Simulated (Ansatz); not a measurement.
Reaction (ligand exchange at a Ga–S bond): `[SH][GaH2]` + `C=N` → `C=[N][GaH2]` + H₂S

Program: Ansatz. Geometries: PBE0-D4/def2-TZVP. ΔE: electronic, gas phase. CCSD(T)/CBS adds triple-zeta CCSD(T) − MP2 to the extrapolated MP2 energy (def2 sets, frozen cores). This one scheme is used for every species. DFT in def2-TZVPP. For Ga outer-core shells are correlated without core-valence functions, which leaves a few kJ/mol of doubt a bond. Scalar relativity is left out up to krypton.

| level | ΔE (kJ/mol) |
| --- | --- |
| ωB97X-V | 74.4 |
| r2SCANh | 74.9 |
| RPA@PBE/def2-TZVPP | 71.9 |
| HF/def2-QZVPP | 79.3 |

Task: What does CCSD(T)/CBS give? (An estimate is asked.)

Result: Computed: +75.0 kJ/mol. The listed levels differ from it by -0.6, -0.1, -3.1, 4.3 kJ/mol.

Largest T1 diagnostic among the species: 0.017.

At CCSD(T), def2-SVP lies −7.1 kJ/mol from the extrapolated value and def2-TZVPP −1.6 kJ/mol. From r2SCAN to r2SCAN0 (25 % exact exchange), in def2-TZVPP and without D4, ΔE moves by +4.6 kJ/mol. In def2-TZVPP, CCSD(T) changes the Hartree–Fock value by −7.4 kJ/mol (the triples alone add −0.9 kJ/mol) and MP2 by −7.7 kJ/mol.
